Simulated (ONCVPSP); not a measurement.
# Pseudopotential generation for Al (Z = 13): ONCV, PBEsol, scalar-relativistic.

ONCVPSP 4.0.1 input, shortened (lines: element, Z, core and valence counts, functional; n l f; lmax; l rc ep ncon nbas qcut; lloc lpopt rc5 dvloc0; l nproj debl; icmod fcfact rcfact), PBEsol, scalar-relativistic:

```
  Al 13.00    1    4  -116133      upf
    1    0    2.00
    2    0    2.00
    2    1    6.00
    3    0    1.75
    3    1    1.25
    1
    0    1.10    0.00    4    9   13.40
    1    0.90    0.00    4    9   19.50
    4    5    0.80    3.00
    0    2    0.90
    1    2    1.60
    1    0.50    0.00
```

Calculated quality:

| Quantity | Value |
| --- | --- |
| Cutoffs needed | 117 Ha and 137 Ha (the cutoffs (Ha) at which the residual kinetic energy of the hardest occupied pseudo-wave falls to 1 and 0.1 mHa per electron) |
| Ghost test | no bound ghost flagged; no localised positive-energy state flagged |
| Largest excitation error | +0.3 meV (all-electron minus pseudo) for 2s2 2p6 3s2 3p0, out of 4 test configurations |
| rms error of d²Exc/dni dnj | 1.76 mHa without and 1.56 mHa with the model core |

Generation and tests took about 3.3 s on one core of a shared server CPU.
